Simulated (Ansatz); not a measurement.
Species: sum formula SiBrF, net charge -1, doublet state. SMILES of the parent species: F[Si]Br
Structure (B3LYP-D3(BJ)/def2-TZVP (Ansatz, an electronic-structure program) minimum search):
```
Si
F 1 1.6783
Br 1 2.5083 2 97.89
```
Charge -1, spin multiplicity 2.

Problem. Give the harmonic wavenumbers at B3LYP-D3(BJ)/def2-TZVP (Ansatz, finite differences of forces, unscaled).

Solution. 155, 275, 699 cm⁻¹. Zero-point energy 1.6 kcal/mol.

Problem. From these and the geometry, give the ideal-gas thermochemistry at 298.15 K and 1 atm (rigid rotor, harmonic oscillator).

Solution. Point group Cs, rotational symmetry number 1. Rotational constants 18.97, 2.307, 2.057 GHz. S(trans) 40.43, S(rot) 25.68, S(vib) 4.48, S(elec, spin only) 1.38, S 72.0 cal/(mol K). H(298) - H(0) 3.12 kcal/mol; G - E(el) -16.7 kcal/mol.
